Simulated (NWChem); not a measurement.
# Atomisation of silylphosphine (H5PSi)

SMILES: [SiH3]P
```xyz
7

Si    -1.0696     0.0961     0.2180
P      1.1216    -0.0780    -0.3405
H     -1.8380    -0.8813    -0.6103
H     -1.5242     1.4789    -0.1182
H     -1.3479    -0.1683     1.6629
H      1.2980    -1.3145     0.3545
H      1.5631     0.7102     0.7671
```
Charge 0, spin multiplicity 1.

Everything below was run with NWChem. All single points use one geometry, from PBE0/def2-SVP, a minimum by its harmonic frequencies.

Basis set: def2-TZVP. The atomisation energy is electronic alone: no zero-point, thermal, spin-orbit or counterpoise terms. No value is extrapolated to the basis-set limit. Free atoms are single determinants with multiplicities Si 3, P 4, H 2.

B3LYP has NWChem's definition, with VWN1-RPA local correlation. No SCF solution was tested for a lower state.

Question: For the atomisation energy, B3LYP gives 455.1 kcal/mol and M06-2X gives 454.8 kcal/mol. What do PBE, BHandHLYP, BP86 give?

Answer: PBE: 449.1 kcal/mol; BHandHLYP: 450.6 kcal/mol; BP86: 464.2 kcal/mol.
